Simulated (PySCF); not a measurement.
[Yb(NH3)3]3+ at several levels of theory

Computed with PySCF 2.14.0 (density fitting, no spin-orbit coupling) at the geometry relaxed with PBE0:

```xyz
13
[Yb(NH3)3]3+ (singlet in the valence; each metal's 4f electrons, 13 of them, lie in its core potential, out of spins and levels)
Yb    0.0000    0.0000    0.6929
N     2.2163    0.0142   -0.0610
H     2.8906   -0.5058    0.5344
H     2.3841   -0.3940   -1.0003
H     2.6589    0.9497   -0.1371
N    -1.1204    1.9122   -0.0610
H    -1.0073    2.7562    0.5344
H    -0.8508    2.2617   -1.0003
H    -2.1520    1.8278   -0.1371
N    -1.0958   -1.9264   -0.0610
H    -1.8833   -2.2505    0.5344
H    -1.5333   -1.8677   -1.0003
H    -0.5070   -2.7776   -0.1371
```

```csv
level,basis,state,HOMO (eV),gap (eV),charge on Yb1 (e),population of f-type functions on Yb1 (polarisation alone where 4f lies in the core),dipole about the centre of mass (D),largest force component (eV/Å)
PBE0,"Yb lcecp-1-SVP with ECP59, N def2-SVP, H def2-SVP",singlet,-24.98,8.48,1.78,0.02,2.93,0.02
TPSS,the same,singlet,-23.54,6.34,1.72,0.02,3.01,0.27
HF,the same,singlet,-28.76,15.47,2.09,0.02,2.47,1.07
```

In the lcecp rows the 4f levels are missing from HOMO and gap, and the state counts the valence alone.

Charges are Mulliken's, which hang on the basis. The relaxation used the grid (50, 194), these runs (75, 302) or, all-electron (x2c bases, spin-free X2C Hamiltonian), (99, 590).

**Question.** What does PBE0 with Yb lcecp-1-TZVP with ECP59, N def2-TZVP, H def2-TZVP give here?

**Answer.** state singlet, HOMO (eV) -24.87, gap (eV) 8.48, charge on Yb1 (e) 2.05, population of f-type functions on Yb1 (polarisation alone where 4f lies in the core) 0.03, dipole about the centre of mass (D) 2.96, largest force component (eV/Å) 0.37. Time: 31 s on 2 threads of AMD EPYC 9B14 (Zen 4) (shared host), from free ions and atoms.

In the first row's basis the gap widens with exact exchange: 6.3 eV for TPSS (none); 8.5 eV for PBE0 (a fixed share); 15.5 eV for Hartree–Fock (rising or full at long range).

An lcecp potential fixes the number of 4f electrons, so in runs with it no electron can move into or out of that shell.
